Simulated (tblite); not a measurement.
C5H10F3NSi.
Z-matrix (Å and degrees, GFN2-xTB geometry), rows numbered from 1:
```
C 
N   1  1.4441
C   2  1.4462  1  111.66
Si  2  1.7139  1  120.51  3   156.88
C   4  1.9238  2  107.81  1   159.47
C   5  1.4743  4  110.93  2   -55.35
F   6  1.3496  5  115.49  4   -67.87
C   6  1.3270  5  126.53  4   109.68
F   8  1.3371  6  122.73  5     3.22
F   8  1.3303  6  126.85  5  -177.33
H   1  1.0925  2  109.60  3    55.98
H   1  1.0957  2  111.64  3   -63.91
H   1  1.0860  2  109.95  3   175.65
H   3  1.0957  2  111.36  1    59.25
H   3  1.0933  2  109.61  1   -60.38
H   3  1.0850  2  110.57  1   179.91
H   4  1.4600  2  105.99  1    42.49
H   4  1.4745  2  117.76  1   -82.07
H   5  1.0860  4  112.16  2    67.48
H   5  1.0882  4  107.28  2  -174.03
```

Method: GFN2-xTB as coded in tblite; computed harmonic values from a numerical Hessian at the method's own geometry, unscaled. Errors from tens to a few hundred cm⁻¹ against measured bands are possible. Modes of hydrogen on silicon can be 10 to 20 % off. One conformer, not necessarily the lowest.

Harmonic wavenumbers (cm⁻¹): 25.7, 38.6, 70.7, 103.6, 128.7, 163.0, 184.4, 194.6, 219.8, 278.1, 303.7, 330.2, 385.4, 398.2, 444.0, 471.3, 482.1, 547.0, 597.2, 665.1, 697.4, 749.7, 776.9, 779.7, 819.8, 1021.6, 1040.0, 1053.5, 1086.8, 1125.9, 1155.2, 1186.1, 1197.0, 1208.4, 1239.5, 1309.8, 1417.6, 1428.3, 1454.4, 1479.6, 1488.6, 1496.9, 1507.5, 1784.9, 2167.7, 2300.5, 2911.8, 2914.8, 2960.5, 2967.1, 3010.6, 3038.3, 3046.0, 3065.0.

A = 1527, B = 716.1, C = 619.7 MHz; mass 169.053 u (most abundant isotopes); point group C1, symmetry number 1.

Task: Zero-point energy?

Result: Half the sum of the wavenumbers: 31459 cm⁻¹ = 376.34 kJ/mol.

Task: Entropy at 400 K, 1 bar (ideal gas, RRHO, classical rotation)?

Result: Translation 178.95, rotation 131.44, vibration 232.33: S = 542.7 J/(mol K).

Task: And Cp and H(400 K) − H(0)?

Result: Cp = 238.76 J/(mol K), of which vibrations give 205.51 (their classical limit is 54 R = 449.0); H(400 K) − H(0) = 58.69 kJ/mol without the zero-point energy, 45.38 from vibrations.

Task: Which modes carry the vibrational entropy at 400 K?

Result: 25.7 cm⁻¹: 28.12; 38.6 cm⁻¹: 24.74; 70.7 cm⁻¹: 19.72; 103.6 cm⁻¹: 16.57; 128.7 cm⁻¹: 14.79; 163.0 cm⁻¹: 12.87 J/(mol K); the other 48 give 115.53 together.

Task: Blend soft modes into free rotors: weight 1/[1 + (100 cm⁻¹/ν̃)⁴] for the oscillator and the rest for a rotor with moment μB/(μ + B), μ = h/(8π²ν), B = 10⁻⁴⁴ kg m². What vibrational entropy results?

Result: 208.81 J/(mol K) in place of 232.33, which changes −T·S at 400 K by +9.41 kJ/mol.

Task: What must be added to the electronic energy to get the Gibbs energy at 400 K and 1 bar?

Result: ZPE + [H(400 K) − H(0)] − T·S = 376.34 + 58.69 − 217.09 = 217.94 kJ/mol.

Task: How do the functions run with temperature in this model?

Result: 
```tsv
T (K)	S (J/(mol K))	Cp (J/(mol K))	H − H(0) (kJ/mol)	G − H(0) (kJ/mol)	ln q(vib)
100	324.0	98.9	6.60	-25.79	3.23
200	409.5	152.2	19.26	-62.65	7.12
300	480.0	198.0	36.80	-107.21	10.80
500	599.8	273.4	84.35	-215.57	17.63
800	745.6	345.9	178.23	-418.24	26.77
1000	826.3	377.1	250.70	-575.62	32.23
```

q(vib) and H(0) count from the zero-point level.

Hindered rotation and anharmonicity are outside this model. Other conformers, if any are populated, would add a mixing term that is left out. The structure is chiral; the term R ln 2 for an equal mix with its mirror image is left out.
